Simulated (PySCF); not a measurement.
BH3N, SMILES B=[NH2+], charge +1. Coordinates come from a TPSSh-D3(BJ)/def2-TZVP optimisation. The isomer is the one that the SMILES or the coordinates give; other isomers of the formula were not compared.

All values below come from TPSSh-D3(BJ)/def2-TZVP (PySCF 2.14.0).

Harmonic wavenumbers (cm⁻¹): 573, 671, 749, 928, 1456, 1607, 2885, 3440, 3505. Rotational constants (GHz): 344.6, 30.02, 27.61; symmetry number 2.

Question: Work out the zero-point energy and the ideal-gas rigid-rotor harmonic-oscillator thermochemistry at 298.15 K and 1 atm.

Answer: ZPE = ½ Σ hcν = ½ × 15813 cm⁻¹ = 22.61 kcal/mol. H − E(el) = 25.26 kcal/mol. Entropy in cal/(mol K): translation 35.91, rotation 16.29, vibration 1.24, total 53.44. G − E(el) = 9.33 kcal/mol. Cp = 11.27 cal/(mol K).
